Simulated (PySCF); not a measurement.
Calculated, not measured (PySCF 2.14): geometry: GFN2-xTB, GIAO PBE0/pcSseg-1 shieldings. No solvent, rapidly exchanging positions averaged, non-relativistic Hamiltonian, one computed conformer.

Chemical shifts δ = σref − σ; 1H (σ = 31.72 ppm) and 13C (σ = 186.93 ppm) vs TMS, all at this level. Acid and N–H amide carbonyl carbons lie up to 10 ppm further downfield in solution (hydrogen bonding). Shifts are as computed. Against solution values, carbons near 30 ppm lie about +3 ppm off and those near 130 ppm about +5 ppm. Of 1211 compounds with measured shifts, 218 miss one by over three times the rms of a fit or turn the order of signals round; such compounds aren't used in these exercises. OH and NH positions are gas-phase values without hydrogen bonding to other molecules.

Problem. Order these molecules by the shift of their most shielded carbon-bound hydrogen, lowest δ first.
A. C=C[Si@@H]([SiH3])OC
B. O=C(O)C1OCOCO1
C. C/C(F)=C/C(=O)F
D. CC(=O)O[C@@H]1[C@H]2C[C@@H]3[C@H]2[C@@H]31

Solution. D (1.80 ppm, hydrogen on a three-membered-ring carbon), C (2.21 ppm, hydrogen on an allylic methyl carbon), A (3.75 ppm, hydrogen on a methyl carbon bonded to O), B (5.23 ppm, hydrogen on an sp3 carbon bearing two oxygens).

Problem. Order these molecules by the shift of their most deshielded carbon-bound hydrogen, lowest δ first.
A. O=C(O)C1OCOCO1
B. CC(=O)O[C@@H]1[C@H]2C[C@@H]3[C@H]2[C@@H]31
C. C=C[Si@@H]([SiH3])OC

Solution. B (4.99 ppm, hydrogen on an sp3 CH bonded to O), A (5.53 ppm, hydrogen on an sp3 carbon bearing two oxygens), C (6.64 ppm, hydrogen on an alkene CH).

Problem. How many 13C and 1H signals does each give (equivalence by symmetry and fast rotation, but not about amide C–N or C=N bonds)? `CC(=O)O[C@@H]1[C@H]2C[C@@H]3[C@H]2[C@@H]31`, `C=C[Si@@H]([SiH3])OC`, `O=C(N[SiH3])[SiH2]N([SiH3])[SiH3]`, `O=C(O)C1OCOCO1`, `C/C(F)=C/C(=O)F`

Solution. CC(=O)O[C@@H]1[C@H]2C[C@@H]3[C@H]2[C@@H]31: 8 C, 8 H; C=C[Si@@H]([SiH3])OC: 3 C, 6 H; O=C(N[SiH3])[SiH2]N([SiH3])[SiH3]: 1 C, 4 H; O=C(O)C1OCOCO1: 3 C, 4 H; C/C(F)=C/C(=O)F: 4 C, 2 H.
